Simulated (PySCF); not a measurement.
Geometry:
| atom | x (Å) | y (Å) | z (Å) |
| --- | --- | --- | --- |
| Cl1 | 2.673 | -2.073 | 2.952 |
| C2 | 3.361 | -1.449 | 1.415 |
| C3 | 2.280 | -0.945 | 0.471 |
| C4 | 1.353 | -2.040 | -0.002 |
| C5 | 0.080 | -2.051 | 0.418 |
| C6 | -0.411 | -0.961 | 1.334 |
| Si7 | 1.018 | 0.279 | 1.234 |
| H8 | 4.063 | -0.649 | 1.688 |
| H9 | 3.933 | -2.281 | 0.978 |
| H10 | 2.805 | -0.487 | -0.388 |
| H11 | 1.744 | -2.836 | -0.648 |
| H12 | -0.601 | -2.854 | 0.113 |
| H13 | -0.561 | -1.347 | 2.358 |
| H14 | -1.377 | -0.546 | 1.005 |
| H15 | 0.712 | 1.365 | 0.252 |
| H16 | 1.452 | 0.909 | 2.515 |

Geometry: PBE0-D3(BJ)/def2-SVP; GIAO shifts from PySCF, gas phase, non-relativistic, averaged over equivalent atoms.

At PBE0/pcSseg-1 (178 basis functions, 43 s wall time on 1 thread of an Intel Xeon Platinum 8259CL, shared host):
```tsv
atoms	δ (ppm)
Cl1	71.8
C5	145.5
C4	141.6
C2	54.6
C3	34.0
C6	15.4
Si7	-25.3
H12	6.33
H11	5.92
H16	4.54
H15	4.12
H8	3.71
H9	3.64
H10	2.16
H13	1.87
H14	1.50
```

δ = σ(ref) − σ, references computed at the same level: 35Cl (943.27 ppm) against HCl; 13C (184.41 ppm) and 29Si (351.99 ppm) and 1H (31.27 ppm) vs TMS.

**Question.** Estimate the result of repeating the calculation with wB97X-D/pcSseg-1.

**Answer.** 
```json
{"atoms": "Cl1", "δ at wB97X-D/pcSseg-1": "61.6", "change": "-10.2"}
{"atoms": "C5", "δ at wB97X-D/pcSseg-1": "146.2", "change": "+0.7"}
{"atoms": "C4", "δ at wB97X-D/pcSseg-1": "141.8", "change": "+0.2"}
{"atoms": "C2", "δ at wB97X-D/pcSseg-1": "53.8", "change": "-0.8"}
{"atoms": "C3", "δ at wB97X-D/pcSseg-1": "32.2", "change": "-1.8"}
{"atoms": "C6", "δ at wB97X-D/pcSseg-1": "14.2", "change": "-1.2"}
{"atoms": "Si7", "δ at wB97X-D/pcSseg-1": "-23.0", "change": "+2.3"}
{"atoms": "H12", "δ at wB97X-D/pcSseg-1": "6.29", "change": "-0.04"}
{"atoms": "H11", "δ at wB97X-D/pcSseg-1": "5.88", "change": "-0.04"}
{"atoms": "H16", "δ at wB97X-D/pcSseg-1": "4.51", "change": "-0.03"}
{"atoms": "H15", "δ at wB97X-D/pcSseg-1": "4.10", "change": "-0.02"}
{"atoms": "H8", "δ at wB97X-D/pcSseg-1": "3.62", "change": "-0.09"}
{"atoms": "H9", "δ at wB97X-D/pcSseg-1": "3.57", "change": "-0.07"}
{"atoms": "H10", "δ at wB97X-D/pcSseg-1": "2.00", "change": "-0.16"}
{"atoms": "H13", "δ at wB97X-D/pcSseg-1": "1.77", "change": "-0.10"}
{"atoms": "H14", "δ at wB97X-D/pcSseg-1": "1.40", "change": "-0.10"}
```

References, each an isolated molecule treated in the same way: HCl for 35Cl (939.37 ppm); 13C (184.54 ppm), 29Si (352.93 ppm), 1H (31.38 ppm) against TMS.

The largest change is at Cl1 (chlorine bonded to C). Cost: 178 basis functions, 39 s wall time on 1 thread of an Intel Xeon Platinum 8259CL, shared host. The order of the carbon signals is the same at both levels.

Carbons that carry Cl, above all several Cl atoms, come out too deshielded, partly because spin–orbit coupling is missing.
